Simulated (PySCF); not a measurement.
AsO at PBE

Level: PBE. As pcseg-1, O pcseg-1; no relativity (PySCF 2.14).

* state: ²Π (doublet), unpaired electrons π ↑
* bond length: 1.671 Å
* harmonic wavenumber: 914 cm⁻¹
* force constant: 6.49 mdyn/Å
* rotational constant Be: 0.4582 cm⁻¹
* anharmonicity ωexe: 3.65 cm⁻¹
* vibration–rotation constant αe: 0.00274 cm⁻¹
* well depth De to As + O: 119.4 kcal/mol
* dissociation energy D0: 118.1 kcal/mol
* bond order (Mayer): 2.14
* dipole moment (positive dipole means As(−)O(+)): -2.56 D

Spin–orbit coupling is left out. The state is the lowest determinant that a PBE0 search found; another state may lie lower at other levels.
